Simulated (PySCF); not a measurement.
A GIAO shielding run with PySCF (density fitting, non-relativistic, gas phase) on SMILES ClC1=C[C@@H](CC)[Si@@H](F)C1, C6H10ClFSi:

```
$ OMP_NUM_THREADS=1 python probes_run.py task.json out

{"job": {"kind": "nmr", "xc": "PBE0", "basis": "pcSseg-1"}, "charge": 0, "multiplicity": 1}
C      2.548592     0.015090    -0.773560
C      1.349894     0.763388    -0.203176
C      0.351699    -0.157592     0.517832
C     -0.341430    -1.093602    -0.436566
C     -1.660822    -1.035734    -0.525047
Cl    -2.567592    -2.052992    -1.597548
C     -2.441127    -0.078847     0.321780
Si    -1.091947     0.784968     1.344622
F     -1.038705     2.361769     0.982834
H      3.062046    -0.537943     0.010687
H      2.242101    -0.684930    -1.546314
H      3.254004     0.715905    -1.214421
H      0.831833     1.291446    -1.005361
H      1.704322     1.512454     0.508168
H      0.920485    -0.758341     1.234923
H      0.246273    -1.777150    -1.027371
H     -3.172282    -0.623360     0.918924
H     -3.006374     0.608299    -0.309786
H     -1.200775     0.756423     2.791920
```

Hardware: 1 thread of an Arm Neoverse N1, shared host. The job also computes population analyses, field gradients, ring-centre shieldings.

Task: How large is the calculation?

Result: 86 electrons, 217 basis functions and 1169 auxiliary functions.

Task: How long does it take, and how much memory does it need?

Result: 100 s of wall time, with 14 SCF cycles and 5 response iterations; peak memory 1.1 GiB. Times on a shared host scatter by some tens of per cent.
